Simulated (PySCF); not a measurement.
**Unknown compound**

The spectra below were simulated for a compound C₅H₁₁NSi.

¹H NMR (400 MHz, computed): δ 12.94 (br s, 1H), 9.36 (t, 1H), 4.43 (m, 2H), 2.53 (m, 2H), 2.29 (m, 1H), 2.21 (m, 1H), 1.97 (m, 1H), 1.76 (m, 2H).

¹³C{¹H} NMR (computed): δ 191.0 (CH), 23.6 (CH2, 2C), 20.5 (CH2), 13.8 (CH).

- geometry from GFN2-xTB
- σ from GIAO-PBE0/pcSseg-1
- code: PySCF 2.14.0 with density-fitted response routines
- no relativistic terms, one computed conformer, averaged over atoms made equivalent by symmetry, fast rotation or ring inversion, gas phase

Referencing at the same level of theory: ¹H, ¹³C vs TMS.

Q: Choose the structure that fits.
A. [H]/N=C/[SiH2]C1CCC1
B. CC#CCN(C)[SiH3]
C. C=N[C@@H]1C[SiH2][C@@H]1C
D. CC(C)([SiH3])CC#N
E. C=C/C(C)=N\C[SiH3]

A: A. 

The formula gives 2 degrees of unsaturation (1 ring in the answer). 4 carbon signals for 5 carbons: some carbons are equivalent by symmetry or fast rotation. Carbon types of the structure: 2 × CH, 3 × CH2, leaving 3 H on heteroatoms. δC 191.0: C=N carbon. δC 23.6, 20.5: sp3 CH2 in a ring; a saturated carbon with 2 carbon neighbours and no heteroatom attached. δH 12.94: hydrogen on an imine nitrogen; exchangeable, gas-phase position. δH 9.36: hydrogen on a C=N carbon. δH 2.29: hydrogen on an sp3 CH bonded to Si.

The others: CC#CCN(C)[SiH3] would give 5 carbon signals, not 4; C=C/C(C)=N\C[SiH3] would give 5 carbon signals, not 4; CC(C)([SiH3])CC#N would give 3 signals for carbon-bound and other non-exchanging H, not 7; C=N[C@@H]1C[SiH2][C@@H]1C would give 5 carbon signals, not 4.

The OH or NH signal is concentration- and solvent-dependent in practice; the value given is the gas-phase one. Shifts are as computed. Against solution values, carbons near 30 ppm lie about +3 ppm off and those near 130 ppm about +5 ppm. Of 1211 compounds with measured shifts, 218 miss one by over three times the rms of a fit or turn the order of signals round; such compounds aren't used in these exercises. No couplings were computed; multiplicities are counted from neighbouring protons, with m where these are inequivalent, close in shift, in a saturated or five-membered ring or joined by F or P, and br s for small geminal =CH2 splittings.
